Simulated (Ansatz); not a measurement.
Reaction (cleavage of the Sn–Si bond): `C[SiH2][SnH2][SH]` + H–F → `[F][SnH2][SH]` + `C[SiH3]`

Gas-phase electronic energies from Ansatz, PBE0-D4/def2-TZVP geometries. CCSD(T)/CBS adds triple-zeta CCSD(T) − MP2 to the extrapolated MP2 energy (def2 sets, frozen cores). This one scheme is used for every species. DFT in def2-TZVPP. def2 core potentials past Kr. For Sn outer-core shells are correlated without core-valence functions, which leaves a few kJ/mol of doubt a bond. Each species was taken in one conformer, which may not be the lowest.

`C[SiH2][SnH2][SH]`:

```xyz
12

C    -0.797    1.440   -0.994
Si   -0.585    0.728    0.724
Sn    1.307   -1.002    0.701
S     0.781   -2.552   -1.087
H    -0.946    0.637   -1.720
H    -1.660    2.109   -1.033
H     0.089    2.005   -1.291
H    -1.819    0.017    1.161
H    -0.292    1.792    1.724
H     2.826   -0.381    0.228
H     1.499   -1.895    2.148
H    -0.405   -2.898   -0.560
```

H–F:

```xyz
2

F     0.257    0.248   -0.290
H    -0.257   -0.248    0.290
```

`[F][SnH2][SH]`:

Cartesian coordinates in Å:
```
F 1.732 -1.049 -0.129
Sn 0.367 0.292 -0.327
S -1.132 0.057 1.507
H 1.177 1.777 -0.192
H -0.369 -0.094 -1.808
H -1.774 -0.983 0.949
```

`C[SiH3]`:

Cartesian coordinates in Å:
```
C 0.014 0.972 -0.173
Si -0.013 -0.870 0.154
H -0.200 1.182 -1.223
H 0.993 1.394 0.066
H -0.734 1.485 0.436
H -1.346 -1.443 -0.174
H 0.276 -1.154 1.586
H 1.009 -1.566 -0.674
```

Task: Is it downhill or uphill in electronic energy at CCSD(T)/CBS, and by how much? (Best estimate.)

Result: Computed: Downhill: ΔE = -0.26 eV.

Task: What do these levels give: ωB97X-V, MP2/def2-TZVPP, CCSD(T)/def2-TZVPP, HF/def2-QZVPP, SCS-MP2/def2-QZVPP, MP2/CBS(def2)? (Best estimate.)

Result: Ansatz gave: ωB97X-V -0.41, MP2/def2-TZVPP -0.22, CCSD(T)/def2-TZVPP -0.27, HF/def2-QZVPP -0.63, SCS-MP2/def2-QZVPP -0.36, MP2/CBS(def2) -0.22 eV.

Largest T1 diagnostic among the species: 0.013.

In def2-TZVPP, CCSD(T) changes the Hartree–Fock value by +0.32 eV (the triples alone add +0.03 eV) and MP2 by +0.37 eV. From PBE to PBE0 (25 % exact exchange), in def2-TZVPP and without D4, ΔE moves by +0.05 eV. The D4 term adds +0.13 eV with B3LYP and +0.08 eV with PBE0; it sums over pairs of atoms, weighted by their polarisabilities, and B3LYP, whose exchange is more repulsive, gets the larger term.

B3LYP here is the variant with VWN-RPA as its local correlation; programs differ in this.
